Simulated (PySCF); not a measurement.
A structure optimised at B3LYP-D3(BJ)/def2-TZVP, used in a PySCF frequency run:

```
C
H 1 1.0854
H 1 1.0884 2 112.00
H 1 1.0884 2 112.00 3 -124.31
S 1 1.8264 2 110.57 4 -117.85
H 5 1.3531 1 100.09 2 -47.98
H 5 1.3531 6 94.02 1 -101.00
```
Charge +1, spin multiplicity 1.

Q: Write its SMILES, formula and point group.

A: C[SH2+], CH₅S, Cs

Q: What are its rotational constants (standard atomic weights)?

A: 75.371, 12.192, 12.060 GHz
